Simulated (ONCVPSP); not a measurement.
**What one change does to a pseudopotential (Tl (Z = 81), ONCV)**

- Element: thallium (Tl)
- Generator: ONCVPSP 4.0.1
- Type: optimised norm-conserving Vanderbilt (ONCV)
- Functional: PBEsol
- Relativity: scalar-relativistic
- Frozen core: [Xe] 4f14
- Valence charge: 13
- Reference configuration: 5d10 6s2 6p1
- Partial waves: 6s: rc 2.00 bohr, ncon 4, nbas 9, qcut 3 1/bohr, 2 projectors, debl 1.4 Ha; 6p: rc 2.20 bohr, ncon 5, nbas 8, qcut 3 1/bohr, 1 projector; 5d: rc 1.50 bohr, ncon 5, nbas 10, qcut 10.2 1/bohr, 1 projector
- Local potential: polynomial inside 1.50 bohr (lpopt 5, dvloc0 6 Ha)
- Core correction: Teter function, fcfact 1.75, rcfact 1.5

Change: s: nproj 1.

Cutoffs: the cutoffs (Ha) at which the residual kinetic energy of the hardest occupied pseudo-wave falls to 1 and 0.1 mHa per electron; they do not see the model core or the augmentation charge, which bear on the density cutoff. Errors are all-electron minus pseudo energies relative to the spin-unpolarised reference configuration.

What does the change do?

The potential gets neither clearly harder nor softer (25 Ha and 49 Ha → 25 Ha and 49 Ha); the lowest positive-energy flag moves from s at 51.4 eV to s at 3.5 eV; of the 3 tests that both files solve, the error grows in 0 and shrinks in 3 by more than 15 % and 0.3 meV (median size 3.7 → 2.9 meV); the range in which the s phases agree narrows (upper end 1.9 → 0.0); neither file shows a bound ghost.

| quantity | base | changed |
| --- | --- | --- |
| cutoff, loose | 25 Ha | 25 Ha |
| cutoff, tight | 49 Ha | 49 Ha |
| bound ghosts | none | none |
| GHOST(+) flags under 300 eV | s at 51.4 eV | s at 3.5 eV |
| tests with a reliable result | 3 of 4 | 3 of 4 |
| error for 5d10 6s2 6p0, meV [ΔE 5.15 eV] | -3.7 | -2.9 |
| error for 5d10 6s1 6p0, meV [ΔE 25.99 eV] | -20 | -11 |
| error for 5d10 6s1 6p1, meV [ΔE 13.51 eV] | -1.6 | +1.0 |
| s: phases at 2.04 bohr within 0.05 rad from the reference energy up to (Ha; the scan ends near 5) | 1.9 | 0.0 |
| p: phases at 2.24 bohr within 0.05 rad from the reference energy up to (Ha; the scan ends near 5) | 0.4 | 0.4 |
| d: phases at 1.52 bohr within 0.05 rad from the reference energy up to (Ha; the scan ends near 5) | 3.6 | 3.6 |
| rms error of d²Exc/dni dnj with the model core, mHa | 1.48 | 1.48 |
